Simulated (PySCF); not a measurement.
**`[PH3]->[Mg](<-[PH3])([Cl])[Cl]`, Cl₂H₆MgP₂**

Cartesian coordinates in Å; atom numbers follow the order of the lines, from 1:
```xyz
11

Mg    0.956   -0.059    0.635
Cl    0.741    1.126    2.461
Cl    2.372   -1.176   -0.607
P    -0.299    2.289   -0.200
H    -0.850    3.031   -1.241
H     0.481    3.331    0.260
H    -1.337    2.545    0.671
P    -0.459   -2.298   -0.217
H    -1.640   -3.038   -0.204
H     0.347   -3.390    0.028
H    -0.312   -2.362   -1.586
```

Method: GIAO wB97X-D/def2-SVP magnetisability, rotational g tensor and spin-rotation constants, non-relativistic, gas phase (PySCF 2.14.0). Geometry: GFN2-xTB.

What are the magnetisability and the molar susceptibility?

Isotropic -1734 × 10⁻³⁰ J/T², or -104.4 × 10⁻⁶ cm³/mol; principal values -1790, -1778, -1635 × 10⁻³⁰ J/T², anisotropy 150 × 10⁻³⁰ J/T² (root of half the summed squared differences of the principal values). The susceptibility is in cgs units.

Split it along the inertial axes a, b, c into diamagnetic and paramagnetic parts about the centre of mass, with the quadrupole moment.


```
axis  χ (10⁻⁶ cm³/mol)  diamagnetic (10⁻⁶ cm³/mol)  paramagnetic (10⁻⁶ cm³/mol)  summed x² of all electrons (Å²)  quadrupole Θ (D Å)
   a             -98.6                      -871.3                        772.8                            295.5               +3.68
   b            -107.7                     -1653.1                       1545.4                            111.2               +0.07
   c            -107.0                     -1725.3                       1618.3                             94.2               -3.75
```
Anisotropies 2χaa − χbb − χcc = +17.6 and 2χbb − χaa − χcc = -9.9 × 10⁻⁶ cm³/mol. Θ is traceless in Buckingham's convention.

And the rotational g tensor?


```tsv
axis	rotational constant (GHz)	g	nuclear part	electronic part
a	1.4874	-0.0123	0.5277	-0.5400
b	0.7349	-0.0022	0.5314	-0.5335
c	0.7043	-0.0016	0.5339	-0.5355
```
Asymmetric top; isotopes 35Cl, 1H, 24Mg, 31P; no vibrational averaging.
